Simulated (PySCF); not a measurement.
C8H9N.
Cartesian coordinates in Å at the PBE0-D3(BJ)/def2-SVP level; atoms count from 1:
```xyz
18
C8H9N angstrom
C     -1.946    2.109   -0.341
N     -1.573    0.976   -0.763
C     -0.326    0.454   -0.402
C      0.837    1.236   -0.425
C      2.070    0.681   -0.098
C      2.149   -0.664    0.259
C      0.994   -1.445    0.272
C     -0.253   -0.915   -0.066
C     -1.495   -1.751   -0.049
H     -2.909    2.517   -0.679
H     -1.354    2.723    0.365
H      0.768    2.281   -0.738
H      2.972    1.297   -0.132
H      3.113   -1.110    0.515
H      1.060   -2.503    0.540
H     -1.255   -2.822   -0.114
H     -2.157   -1.471   -0.881
H     -2.070   -1.592    0.878
```

All values: B3LYP/def2-SVPD (PySCF, non-relativistic), on one gas-phase PBE0-D3(BJ)/def2-SVP geometry that isn't relaxed in the solvent. The solvent is an IEF-PCM continuum (cavity from Bondi-type radii × 1.2). Specific hydrogen bonds and non-electrostatic terms are outside this model.

Gas phase at B3LYP/def2-SVPD: HOMO -6.37 eV, LUMO -1.41 eV, dipole 1.20 D.

**Question.** What does the continuum do to the energy, the frontier levels and the dipole at B3LYP/def2-SVPD in chloroform and methanol?

**Answer.** 
```json
{"solvent": "chloroform", "ε": "4.711", "E(solvent) − E(gas) (kcal/mol)": "-2.78", "polarisation term (kcal/mol)": "-3.16", "distortion of the solute (kcal/mol)": "0.38", "HOMO (eV)": "-6.39", "LUMO (eV)": "-1.36", "dipole (D)": "1.58"}
{"solvent": "methanol", "ε": "32.61", "E(solvent) − E(gas) (kcal/mol)": "-4.01", "polarisation term (kcal/mol)": "-4.85", "distortion of the solute (kcal/mol)": "0.84", "HOMO (eV)": "-6.43", "LUMO (eV)": "-1.36", "dipole (D)": "1.78"}
```

Polarisation term: ½ Σ q·V over the induced surface charges. Distortion: the rise of the solute's own energy as its density leaves the gas-phase optimum. From chloroform to methanol the lowering changes by a factor 1.44, Onsager's factor (ε − 1)/(2ε + 1) by 1.34 and ε itself by 6.9.

**Question.** Which radius a makes the point-dipole formula ΔE = −[(ε − 1)/(2ε + 1)]·μ²/a³ give the value in methanol, with the gas-phase dipole?

**Answer.** μ = 0.473 au and |ΔE| = 0.00639 Eh give a = 1.35 Å; the farthest nucleus lies 3.83 Å from the centroid of the nuclei, so such a sphere wouldn't even hold the nuclei. The formula assumes a rigid point dipole at the centre of a sphere.

**Question.** Give the dipole vector in the frame of the coordinates (D, pointing from negative to positive charge), gas and methanol.

**Answer.** Gas (0.12, 0.87, 0.82), solvent (0.21, 1.30, 1.20). Its length changes by +48 % and its direction by 1°.

**Question.** How does the static polarisability (B3LYP/def2-SVPD, frozen core, with the continuum's full static response) change?

**Answer.** 
| medium | isotropic (au) | principal values (au) | ⟨r²⟩ of the electrons (bohr²) |
| --- | --- | --- | --- |
| gas | 105.4 | 64.0, 113.6, 138.5 | 1166.3 |
| chloroform | 135.0 | 80.6, 145.6, 178.6 | 1164.7 |
| methanol | 148.7 | 91.0, 159.8, 195.4 | 1164.0 |

The isotropic value in methanol is 1.41 times the gas-phase one; no cavity-field correction is applied. ⟨r²⟩ is taken about the centre of nuclear charge.
